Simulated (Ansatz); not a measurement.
Compare A (`O=[C](S)[GeH3]`) with its isomer B (`O[CH]1[S][GeH2]1`).

Program: Ansatz. Geometries: PBE0-D4/def2-TZVP. ΔE: electronic, gas phase. CCSD(T)/CBS adds triple-zeta CCSD(T) − MP2 to the extrapolated MP2 energy (def2 sets, frozen cores). Functionals use def2-TZVPP. For Ge outer-core shells are correlated without core-valence functions, which leaves a few kJ/mol of doubt a bond. Scalar relativity is left out up to krypton. Each species was taken in one conformer, which may not be the lowest.

Task: Which isomer does CCSD(T)/CBS put lower? Give the gap. (An estimate is asked.)

Result: Computed: A, by 14.3 kJ/mol.

Task: Give E(B) − E(A) in kJ/mol with B2PLYP, ωB97M-V, HF/def2-TZVPP, r2SCAN-D4, MP2/def2-TZVPP, PBE-D4, PBE0-D4. (Best estimate.)

Result: Ansatz gave: B2PLYP 32.8, ωB97M-V 21.7, HF/def2-TZVPP 43.9, r2SCAN-D4 28.0, MP2/def2-TZVPP 13.9, PBE-D4 27.1, PBE0-D4 14.7. None reverses the order clearly.

Largest T1 diagnostic: 0.016.

From PBE to PBE0 (25 % exact exchange), in def2-TZVPP and without D4, E(B) − E(A) moves by −12.6 kJ/mol. In def2-TZVPP, CCSD(T) changes the Hartree–Fock value by −19.1 kJ/mol (the triples alone add +0.7 kJ/mol) and MP2 by −30.1 kJ/mol.
